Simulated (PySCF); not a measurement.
C₇H₆ClFO₂S.
Geometry (GFN2-xTB, Å), atoms numbered from 1 in this order:
```xyz
18
C7H6ClFO2S angstrom
C      0.8664   -1.8987    0.1132
C     -0.0794   -0.7543    0.0072
C     -1.4637   -0.9325    0.0433
F     -1.9516   -2.1805    0.1549
C     -2.3597    0.1187   -0.0319
C     -1.8835    1.4148   -0.1449
C     -0.5173    1.6369   -0.1848
C      0.3423    0.5601   -0.1159
S      2.0789    0.9408   -0.1790
O      2.2656    2.3495   -0.2965
O      2.7930    0.0809   -1.0666
Cl     2.6611    0.4444    1.7103
H      0.3538   -2.8369   -0.0852
H      1.6909   -1.7734   -0.5838
H      1.2835   -1.9408    1.1200
H     -3.4173   -0.0906    0.0019
H     -2.5728    2.2417   -0.2009
H     -0.0990    2.6262   -0.2731
```

NICS is the negative of the GIAO shielding at a point without a nucleus: at the ring centre (0) and 1 Å above and below it (1); zz is the component along the ring normal. Level: GIAO PBE0/pcSseg-1 (PySCF, non-relativistic, gas phase) on the GFN2-xTB geometry, one conformer.

Ring bond lengths (Å), with Mayer bond orders in brackets: C2–C3 1.396 (1.36), C3–C5 1.383 (1.46), C5–C6 1.385 (1.41), C6–C7 1.385 (1.42), C7–C8 1.380 (1.44), C8–C2 1.386 (1.26).

Give the NICS values of each ring in ppm.

```json
{"ring": "C2–C3–C5–C6–C7–C8", "type": "6-membered carbocycle; formal bonds all aromatic", "NICS(0)": "-10.9", "NICS(1), two faces": "-11.6 / -11.5", "NICS(1)zz, two faces": "-26.4 / -26.5", "rms pucker (Å)": "0.00", "centre to ring atoms, mean (Å)": "1.39"}
```

What can be read from them?

- C2–C3–C5–C6–C7–C8: mean NICS(1)zz -26.4 ppm, shielded. For a flat ring without four-coordinate atoms the NICS criterion counts such a value as aromatic.

What does the geometric index give? Use HOMA with the parameters of Krygowski (1993).

- C2–C3–C5–C6–C7–C8: HOMA 0.99 = 1 − EN − GEO, with mean bond length 1.386 Å, EN = α(Ropt − mean)² = 0.001 and GEO = α × variance = 0.007. The geometric and the magnetic index point the same way.

List the ring angles and the Hirshfeld charges of the ring atoms.

- C2–C3–C5–C6–C7–C8: C2 115.2° (+0.003 e), C3 122.9° (+0.097 e), C5 119.5° (-0.047 e), C6 119.4° (-0.033 e), C7 119.2° (-0.045 e), C8 123.7° (-0.035 e); sum 720.0° against 720° for a flat convex ring.

How shielded are the nuclei of the rings and their hydrogens (means over atoms taken as equivalent)?

```tsv
atoms	environment	σ isotropic (ppm)	principal values of the symmetric part, first atom (ppm)
C2	substituted aromatic carbon	54.7	-9.6, 4.2, 169.3
C3	aromatic C–F carbon	16.0	-67.6, 31.3, 84.2
C5	aromatic CH carbon	59.0	-29.3, 38.6, 167.8
C6	aromatic CH carbon	54.8	-48.4, 34.9, 178.1
C7	aromatic CH carbon	59.2	-35.1, 33.8, 179.0
C8	substituted aromatic carbon	35.4	-31.1, 22.1, 115.1
H16	aromatic hydrogen	24.06	20.3, 24.7, 27.2
H17	aromatic hydrogen	24.04	20.2, 25.4, 26.5
H18	aromatic hydrogen	23.64	18.7, 23.3, 28.9
```
